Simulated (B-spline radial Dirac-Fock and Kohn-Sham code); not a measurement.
Subshell cross sections of Cu¹⁹⁺, photon energy 2860 eV

System: Cu¹⁹⁺, configuration 1s2 2s2 2p6.

Input of the calculation (task.json; shells as n, l, electrons):

```json
{"items": [{
  "Z": 29,
  "q": 19,
  "cfg": [[1, 0, 2], [2, 0, 2], [2, 1, 6]],
  "A": 63,
  "rrms": 3.8823,
  "do": ["binding", "quiet", "photo"],
  "hv": [60, 97.6, 149.0, 150, 200, 1253.6, 2010.0, 2560.0, 2860.0, 15000, 17479.3, 22162.9, 40800.0, 45700.0, 160000.0, 200000]
}]}
```

Command: `python xray_run.py task.json out`

The computed values come from an atomic code on a B-spline grid: a relativistic central-field model (Hartree-Slater potential of the initial state, Latter tail, multipole expansion of the photon field, Dirac-Fock thresholds). The asymmetry parameter β is from the dipole term alone. Kinetic energies are from the vacuum level.

```
subshell  electrons  binding (eV)  kinetic (eV)  σ (kb)     β
      2s          2        1848.2        1011.8    25.5  2.00
   2p1/2          2        1708.7        1151.3    20.4  1.40
   2p3/2          4        1687.8        1172.2    38.7  1.42
```

Branching ratios of the spin-orbit partners (statistical value in brackets): 2p 1.90 (2.00).
